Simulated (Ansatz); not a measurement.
Start from `[Cl][In]([Cl])[Cl]` and change one atom or group to get `[Cl][In]([Cl])[Br]`.

Ansatz, PBE0-D4/def2-TZVP geometries, multiplicity 1. 

Elements past krypton have def2 core potentials. Scalar relativity is left out up to krypton.

```json
{"property": "HOMO–LUMO gap (B3LYP/def2-TZVPP) / eV", "`[Cl][In]([Cl])[Cl]`": "5.96"}
{"property": "LUMO energy (ωB97M-V/def2-TZVPP) / eV", "`[Cl][In]([Cl])[Cl]`": "-0.91"}
{"property": "LUMO energy (PBE0/def2-TZVPP) / eV", "`[Cl][In]([Cl])[Cl]`": "-2.89"}
{"property": "HOMO energy (PBE/def2-TZVPP) / eV", "`[Cl][In]([Cl])[Cl]`": "-8.01"}
{"property": "size of the dipole moment (ωB97M-V/def2-TZVPP) / D", "`[Cl][In]([Cl])[Cl]`": "0.00"}
{"property": "HOMO energy (ωB97M-V/def2-TZVPP) / eV", "`[Cl][In]([Cl])[Cl]`": "-11.74"}
```

(1) Give the same properties after the change, and the shifts. (Best estimate.)

Answers

(1) Computed: 
| property | `[Cl][In]([Cl])[Br]` | shift |
| --- | --- | --- |
| HOMO–LUMO gap (B3LYP/def2-TZVPP) / eV | 5.47 | -0.49 |
| LUMO energy (ωB97M-V/def2-TZVPP) / eV | -0.97 | -0.06 |
| LUMO energy (PBE0/def2-TZVPP) / eV | -2.92 | -0.03 |
| HOMO energy (PBE/def2-TZVPP) / eV | -7.67 | 0.34 |
| size of the dipole moment (ωB97M-V/def2-TZVPP) / D | 0.42 | 0.42 |
| HOMO energy (ωB97M-V/def2-TZVPP) / eV | -11.19 | 0.55 |

B3LYP here is the variant with VWN-RPA as its local correlation; programs differ in this.

Spin–orbit coupling is left out; it splits and shifts lone-pair levels of the heavy atoms by tenths of an eV.
